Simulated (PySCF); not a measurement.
A calculated (LC-wPBE, PySCF 2.14, dyall-av3z, the spin-free X2C one-electron Hamiltonian (Gaussian nucleus)) atom or ion has these occupied shells.

| shell | electrons | orbital energy (eV) | rms radius, mean of both spins (bohr) |
| --- | --- | --- | --- |
| 1s | 2 | -1286.1 | 0.152 |
| 2s | 2 | -106.16 | 0.763 |
| 2p | 6 | -72.553 | 0.773 |

Question: Name the element and its charge.

Answer: Mg²⁺ (magnesium, charge +2), in [Ne], closed-shell 1S.
